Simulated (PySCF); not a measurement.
Compound: C₆H₁₀OSi.
Numbering: `[CH2:1]=[C:2]([CH3:3])[C@H:4]1[CH2:5][SiH2:6][C:7]1=[O:8]` (hydrogens: H9, H10 on C1; H11, H12, H13 on C3; H14 on C4; H15, H16 on C5; H17, H18 on Si6)

Cartesian coordinates in Å at the GFN2-xTB level; atoms count from 1:
```
atom  x, y, z in Å
C1     1.0403    0.7610    0.9864
C2     1.0439    0.0939   -0.1588
C3     2.2025    0.1281   -1.1066
C4    -0.1446   -0.6645   -0.6793
C5    -1.2010   -1.1107    0.3526
Si6   -2.3929    0.3276   -0.0841
C7    -0.9946    0.3761   -1.4189
O8    -0.7695    0.9131   -2.4692
H9     0.2002    0.7692    1.6583
H10    1.9033    1.3205    1.3050
H11    2.6010   -0.8746   -1.2625
H12    2.9975    0.7682   -0.7338
H13    1.8663    0.5082   -2.0716
H14    0.1988   -1.4652   -1.3381
H15   -0.8126   -1.1845    1.3651
H16   -1.5959   -2.0928    0.0946
H17   -3.7291   -0.0248   -0.5541
H18   -2.4223    1.4575    0.8386
```

The calculation used TDDFT wB97X-D/def2-SVPD, vertical, gas phase, core orbitals frozen in the response (PySCF).

Computed states:

| state | E (eV) | f |
| --- | --- | --- |
| S1 | 3.26 | 0.0006 |
| S2 | 5.60 | 0.046 |
| S3 | 5.72 | 0.064 |
| S4 | 6.24 | 0.0002 |
| S5 | 6.46 | 0.102 |
| S6 | 6.67 | 0.017 |
| S7 | 7.17 | 0.028 |
| S8 | 7.24 | 0.026 |

Broadening: Gaussians 0.4 eV wide at half height, area fixed by f = 4.319×10⁻⁹ ∫ε dν̃. The width is an assumption, not a result. The curve ends short of the highest state used, and states not computed would add to its high-energy end.

Question: What does the envelope look like, and where are its maxima?

Answer: 
(E (eV), ε (L mol⁻¹ cm⁻¹)): (2.66, 0), (2.80, 1), (2.93, 6), (3.07, 21), (3.21, 38), (3.35, 34), (3.48, 17), (3.62, 4), (3.76, 1), (3.89, 0), (4.03, 0), (4.17, 0), (4.31, 0), (4.44, 0), (4.58, 0), (4.72, 0), (4.85, 0), (4.99, 5), (5.13, 79), (5.27, 602), (5.40, 2281), (5.54, 5355), (5.68, 6941), (5.81, 5181), (5.95, 2175), (6.09, 1111), (6.23, 2861), (6.36, 6004), (6.50, 7341), (6.64, 5003)

Maxima: 380 nm (3.26 eV), ε about 40, made up of S1 (100%); 219 nm (5.67 eV), ε about 6900, made up of S2 (40%) and S3 (60%); 191 nm (6.48 eV), ε about 7400, made up of S5 (92%) (ε in L mol⁻¹ cm⁻¹; maxima over ε = 5, shares over 10%).

Question: Does any computed singlet lie in the visible range?

Answer: S1 lies in the visible range (380 to 750 nm), at 380 nm, f = 0.0006; light of that wavelength is violet, and its complementary colour is yellow-green; a Tamm–Dancoff triplet lies at 462 nm, without intensity as long as spin–orbit coupling is left out.

Question: On this curve, what absorbance would a 10⁻⁴ mol/L sample give at 355 nm over a 1 cm path?

Answer: 355 nm is 3.493 eV, where ε is about 15 L mol⁻¹ cm⁻¹, so A = ε c l ≈ 0.0015 (Beer–Lambert, with the gas-phase spectrum and the assumed width).

Question: What would ε be at 6.48 eV, the highest of these maxima, with half the width (0.2 eV)?

Answer: About 13500 L mol⁻¹ cm⁻¹ against 7410, a factor of about 1.8; a lone state at its own centre would give exactly 2.

One conformer stands for the species.
